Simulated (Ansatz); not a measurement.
The first iterations of a band of BrH + GaH3 (6 atoms, charge 0, multiplicity 1).

Theory: RHF/def2-SVP (Ansatz 0.2.0).

```yaml
movable_images: 7
climbing_image: yes
spring: 5.0 eV/Å²
optimiser: quadratic models (default)
start_path: through a guess of the saddle point
force_threshold: 0.03 eV/Å
iteration_limit: 60
end_points: relaxed
```

Image 0:

```xyz
6
Properties=species:S:1:pos:R:3
Ga -0.006 0.340 -0.084
H -0.011 0.841 1.412
H 1.360 0.203 -0.856
H -1.370 0.123 -0.839
Br 0.093 -2.762 1.128
H 0.091 -2.289 2.455
```

Image 8:

```xyz
6
Properties=species:S:1:pos:R:3
Ga 0.020 -0.631 -0.570
H 0.013 0.331 2.639
H 1.400 0.084 -0.696
H -1.401 0.004 -0.674
Br 0.089 -2.922 -0.210
H 0.035 -0.411 2.726
```

| iteration | highest image above the first end (eV) | largest band force component (eV/Å) |
| --- | --- | --- |
| 1 | 1.583 | 3.393 |
| 2 | 0.672 | 1.571 |
| 3 | 0.563 | 0.724 |

Q: Does the band converge within its limit, and where does its top end?

A: The forces met the threshold. It ended after 10 iterations with the highest image 0.785 eV above the first end. A vibrational analysis at the climbing image gives one clearly imaginary mode, 1424i cm⁻¹: a first-order saddle point. The orbitals stay closed-shell, which can raise the energy where a bond breaks towards radicals; this wasn't checked here.

The run took 110 s on 1 thread of Arm Neoverse V2 (shared host), peak memory 0.17 GiB.
